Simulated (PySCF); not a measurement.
Q: What does the PBE0-D3(BJ)/def2-SVP structure of InChI=1S/C2H6Cl2SSi/c1-5-6-2(3)4/h2H,6H2,1H3 look like in three dimensions?

A: 
```
atom  x, y, z in Å
C1     2.445   -0.128    0.055
S2     0.877   -0.839   -0.550
Si3   -0.485    0.114    0.795
C4    -2.194    0.041   -0.036
Cl5   -2.626   -1.655   -0.366
Cl6   -3.377    0.840    1.035
H7     2.671   -0.458    1.079
H8     3.232   -0.503   -0.613
H9     2.435    0.970    0.010
H10   -0.600   -0.552    2.123
H11   -0.097    1.546    0.972
H12   -2.221    0.570   -0.997
```

Any rigid rotation of these coordinates is as good. Atoms count from 1 in this order. Si3 (SiH2 silicon) is distorted tetrahedral (angles from 106.3° to 114.2°).

Bonds between heavy atoms (Å): C1–S2 1.825, S2–Si3 2.138, Si3–C4 1.902, C4–Cl5 1.781, C4–Cl6 1.785.

Theory: PBE0-D3(BJ)/def2-SVP geometry optimisation, gas phase in PySCF 2.14.0.

Point group: C1 (no symmetry element, even within 0.4 Å). Whether it is a minimum is left open (no frequencies). One conformer, not necessarily the lowest (C1–S2–Si3–C4 159°, S2–Si3–C4–Cl5 58°).
